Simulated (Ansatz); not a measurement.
C3H11BSi can be A, `CCBC[SiH3]`, or B, `CCB(C)[SiH3]`.

Calculated with Ansatz (gas phase, PBE0-D4/def2-TZVP geometries, no zero-point term in ΔE). CBS: MP2 limit from def2 TZ/QZ plus the TZ coupled-cluster correction, frozen cores. Functionals use def2-TZVPP. B3LYP here is the variant with VWN-RPA as its local correlation; programs differ in this. One conformer a species, not always the lowest.

Task: Which isomer does CCSD(T)/CBS put lower? Give the gap. (An estimate is asked.)

Result: Computed: A, by 7.9 kcal/mol.

Task: Give E(B) − E(A) in kcal/mol with B3LYP, B3LYP-D4, MP2/def2-TZVPP, PBE0-D4, CCSD(T)/def2-TZVPP, B2PLYP, HF/def2-TZVPP. (Best estimate.)

Result: Computed: B3LYP 7.7, B3LYP-D4 7.3, MP2/def2-TZVPP 9.2, PBE0-D4 6.6, CCSD(T)/def2-TZVPP 7.8, B2PLYP 8.3, HF/def2-TZVPP 9.6. None reverses the order clearly.

Largest T1 diagnostic: 0.011.

From PBE to PBE0 (25 % exact exchange), in def2-TZVPP and without D4, E(B) − E(A) moves by +0.9 kcal/mol.
